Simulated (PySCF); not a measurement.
# Tin: a sound run and one with changed settings

Sound run: Sn [Kr] 4d10 5s2 5p2, Sn⁺ [Kr] 4d10 5s2 5p1. All numbers are calculated (PySCF 2.14, a scalar-relativistic core potential, in aug-cc-pVDZ-PP with ECP28MDF). The sound run starts from symmetry-adapted Hartree-Fock orbitals and uses a fine grid where one is needed.

Changed run: basis STO-3G, all-electron and non-relativistic. This setting is unsound on purpose.

| species | method | sound run (hartree) | changed run (hartree) | converged |
| --- | --- | --- | --- | --- |
| Sn | UHF | -213.33545 | -5963.20613 | yes |
| Sn | r2SCAN | -214.32475 | -5965.36109 | yes |
| Sn | PBE0 | -214.25374 | -5964.91049 | yes |
| Sn⁺ | UHF | -213.08344 | -5963.08043 | yes |
| Sn⁺ | r2SCAN | -214.05246 | -5965.20303 | yes |
| Sn⁺ | PBE0 | -213.98510 | -5964.75527 | yes |

Ionisation energy of Sn:

```tsv
method	sound run (eV)	changed run (eV)
UHF	6.858	3.421
r2SCAN	7.409	4.301
PBE0	7.310	4.224
```

A minimal basis cannot let orbitals breathe on ionisation and holds almost no correlation. The Hamiltonian changed with the basis, so the totals do not compare.

For comparison, NIST gives 7.344 eV between the lowest levels.
